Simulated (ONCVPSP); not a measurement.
# ytterbium (Yb), ONCV: configuration errors across variants

* Element: ytterbium
* Generator: ONCVPSP 4.0.1
* Type: optimised norm-conserving Vanderbilt (ONCV)
* Functional: PBEsol
* Relativity: scalar-relativistic
* Frozen core: [Kr] 4d10 4f13
* Valence charge: 11
* Reference configuration: 5s2 5p6 5d1 6s1 (charge +1)
* Partial waves: 5s+6s: rc 1.85 bohr, ncon 4, nbas 8, qcut 5.8 1/bohr, 2 projectors; 5p: rc 1.55 bohr, ncon 3, nbas 6, qcut 6.3 1/bohr, 2 projectors, debl 2.7 Ha; 5d: rc 3.20 bohr, ncon 5, nbas 10, qcut 4.7 1/bohr, 3 projectors, debl 0.9 Ha
* Local potential: polynomial inside 1.45 bohr (lpopt 5, dvloc0 3 Ha)
* Core correction: polynomial model core, fcfact 0.55

All-electron excitation energies from the reference (eV): (1) 5s2 5p6 5d1 6s2 -7.281; (2) 5s2 5p6 5d1 6s0 13.048; (3) 5s2 5p6 5d0 6s0 32.959; (4) 5s2 5p6 5d1 6s0 6p2 -0.385.

Errors AE − PS in meV (a dash: test not solved or not reliable):

| change | (1) | (2) | (3) | (4) | bound ghosts | GHOST(+) flags above zero |
| --- | --- | --- | --- | --- | --- | --- |
| base | -1.3 | -16 | -98 | -1.6 | none | s |
| s: qcut 3.7 | -1.8 | -18 | -99 | -2.5 | none | none |
| s: qcut 5 | -1.5 | -17 | -98 | -1.9 | none | s |
| s: qcut 5.9 | -1.2 | -16 | -98 | -1.5 | none | s |
| s: qcut 6.3 | -1.1 | -16 | -98 | -1.4 | none | none |
| s: qcut 7 | -1.0 | -16 | -98 | -1.2 | none | s |
| s: qcut 7.7 | -0.6 | -15 | -98 | -1.4 | none | none |
| s: qcut 8.6 | -0.7 | -15 | -98 | -1.1 | none | none |

Task: Give the same row for: s: qcut 4.2.

Result: -1.7, -17, -99, -2.3; bound ghosts: none; GHOST(+) flags above zero: none.
